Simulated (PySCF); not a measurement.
[PySCF 2.14.0 with density-fitted response routines: GFN2-xTB structure; shieldings: GIAO PBE0/pcSseg-1; one computed conformer; relativity neglected; isolated molecule; one averaged value for each set of equivalent atoms]

Shifts are taken against calculated references (same method and geometry level): TMS for $^{1}$H and $^{13}$C. Acid and N–H amide carbonyl carbons lie up to 10 ppm further downfield in solution (hydrogen bonding). Shifts are as computed. Against solution values, carbons near 30 ppm lie about +3 ppm off and those near 130 ppm about +5 ppm; carbons on Cl a further +6 ppm. Of 1211 compounds with measured shifts, 218 miss one by over three times the rms of a fit or turn the order of signals round; such compounds aren't used in these exercises. Carbons bonded to Cl come out too deshielded. OH and NH positions are gas-phase values without hydrogen bonding to other molecules.

**Question.** Order these molecules by the shift of their most shielded carbon, lowest δ first.
A. C[SiH2]O[SiH2]C
B. C=CC/C=C\CC
C. C=C(Cl)O/C=C\C(=O)O
D. CC(=O)N[SiH2]O[SiH3]

**Answer.** A (0.8 ppm, methyl carbon bonded to Si), B (16.8 ppm, methyl carbon), D (24.3 ppm, methyl carbon α to a carbonyl), C (100.4 ppm, β carbon of an enol-ether or enamine type C=C).

**Question.** Order these molecules by the shift of their most deshielded carbon, lowest δ first.
A. C=CC/C=C\CC
B. C=C(Cl)O/C=C\C(=O)O
C. CC(=O)N[SiH2]O[SiH3]
D. C[SiH2]O[SiH2]C

**Answer.** D (0.8 ppm, methyl carbon bonded to Si), A (146.7 ppm, alkene CH), B (167.9 ppm, carboxylic acid carbon), C (178.4 ppm, amide carbonyl carbon).

**Question.** How many $^{13}$C and $^{1}$H signals does each give (equivalence by symmetry and fast rotation, but not about amide C–N or C=N bonds)? `C[SiH2]O[SiH2]C`, `C=C(Cl)O/C=C\C(=O)O`, `CC(=O)N[SiH2]O[SiH3]`, `C=CC/C=C\CC`

**Answer.** C[SiH2]O[SiH2]C: 1 C, 2 H; C=C(Cl)O/C=C\C(=O)O: 5 C, 5 H; CC(=O)N[SiH2]O[SiH3]: 2 C, 4 H; C=CC/C=C\CC: 7 C, 8 H.
